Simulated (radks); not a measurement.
Values are calculated unless marked as measured or tabulated.
Species: Mn IV. Configuration: [Ar] 3d4.

Code: a radial shooting solver on a logarithmic mesh with Libxc functionals. Model: scalar-relativistic Kohn-Sham, LB94 model potential, spin-polarised, spherical densities, finite nucleus; open shells are filled with parallel spins first; Fermi nuclear charge, rms radius 3.7057 fm.

Energy parts (eV):
kinetic: 31958.677
electron-nucleus: -74495.797
Hartree: 12466.303
(The LB94 potential has no energy functional, so no total or exchange-correlation energy is given.)

Orbitals (lengths in bohr, moments of r in powers of bohr; <r^-3> diverges for s and p1/2; r(max) is where P^2 peaks; r(90%) holds 90 % of the orbital's charge):
orbital  occ.  eigenvalue (eV)   r(max)       <r^4>  <r^-3>  r(90%)
1s down     1        -6538.929  0.03986  0.00006309       -   0.108
1s up       1        -6538.890  0.03986  0.00006308       -   0.108
2s down     1        -805.4891   0.2326     0.01448       -   0.431
2s up       1        -804.7901   0.2325     0.01456       -   0.431
2p down     3        -692.0647   0.1880     0.01112   425.0   0.402
2p up       3        -691.4941   0.1880     0.01119   425.0   0.403
3s up       1        -131.7243   0.7336       1.092       -    1.27
3s down     1        -128.3119   0.7351       1.124       -    1.27
3p up       3        -100.5670   0.7472       1.479   53.58    1.37
3p down     3         -97.3541   0.7497       1.548   52.89    1.38
3d up       4         -51.9099   0.7317       3.671   5.055    1.71
3d down     0         -49.3638   0.7363       4.194   4.947    1.77

The highest occupied level is 3d up at -51.910 eV. Summed over all electrons, <r^2> = 13.17 bohr^2, which gives a Langevin (diamagnetic) susceptibility term of -10.4 x 10^-6 cm^3/mol. The density falls to 0.001 e/bohr^3 at r = 2.72 bohr. Spin moment in Bohr magnetons: 4.
